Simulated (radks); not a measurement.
Valence configurations of neutral bismuth. All-electron calculation, Dirac Kohn-Sham, PBEsol, spin-unpolarised, spherical densities, point nucleus; open shells are shared between the two j in proportion to 2j + 1. Program: a radial shooting solver on a logarithmic mesh with Libxc functionals. Energies are relative to [Hg] 6p3; eigenvalues in eV.

valence                     E (eV)  e(4f5/2)  e(4f7/2)  e(5d3/2)  e(5d5/2)  e(6p1/2)
[Hg] 6p3                     0.000   -155.07   -149.58   -28.723   -25.719    -6.030
[Xe] 4f13 5d10 6s2 6p4      156.58   -175.10   -169.45   -35.090   -31.762    -7.359
[Xe] 4f14 5d9 6s2 6p4       23.859   -161.15   -155.65   -33.172   -30.031    -7.295
[Xe] 4f14 5d10 6p5          20.102   -158.45   -152.95   -31.825   -28.778    -7.516
[Xe] 4f14 5d9.5 6s0.5 6p5   27.133   -160.60   -155.11   -33.237   -30.133    -7.761
[Xe] 4f14 5d10 6s1 6p4       9.889   -156.80   -151.31   -30.318   -27.293    -6.803
[Xe] 4f14 5d9.5 6s2 6p3.5   11.512   -158.10   -152.61   -30.956   -27.884    -6.670
[Xe] 4f12 5d10 6s2 6p5      332.37   -195.76   -189.95   -41.651   -37.998    -8.674
[Xe] 4f14 5d8.5 6s1.5 6p5   42.600   -165.02   -159.52   -36.105   -32.885    -8.260
[Xe] 4f13.5 5d10 6s2 6p3.5  75.932   -165.00   -159.44   -31.882   -28.716    -6.698

NIST lists [Hg] 6p3 as the ground configuration; this level of theory agrees among the configurations tried. The energies are those of spherical spin-averaged densities, not of single terms.
